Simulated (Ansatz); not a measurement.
A run of Ansatz (development build ahead of 0.2.0) on doublet NiF₃ at this shape:

```xyz
4

Ni    0.0000    0.0000    0.0000
F     1.7000    0.0000    0.0000
F    -0.8500    1.4722    0.0000
F    -0.8500   -1.4722    0.0000
```

Its results:

- Converged: yes
- Total energy: -1807.95958 hartree
- Spin squared of the determinant: 1.492
- Stability test: minimum

Which input gives this output? Name the method, the orbitals and the basis set, and write the input.

ωB97X (unrestricted) in pcseg-2.

```yaml
crystal:
  periodic: [false, false, false]
  atoms:
    - { symbol: Ni, position_ang: [0.0, 0.0, 0.0] }
    - { symbol: F, position_ang: [1.7, 0.0, 0.0] }
    - { symbol: F, position_ang: [-0.85, 1.47224, 0.0] }
    - { symbol: F, position_ang: [-0.85, -1.47224, 0.0] }
basis:
  gaussian: { orbitals: pcseg-2 }
magnetization:
  spin_polarized: true
  initial_magnetization: 1
hamiltonian:
  xc: { name: wB97X }
```

Caution: other spin multiplicities were not run; the unrestricted determinant is spin contaminated.
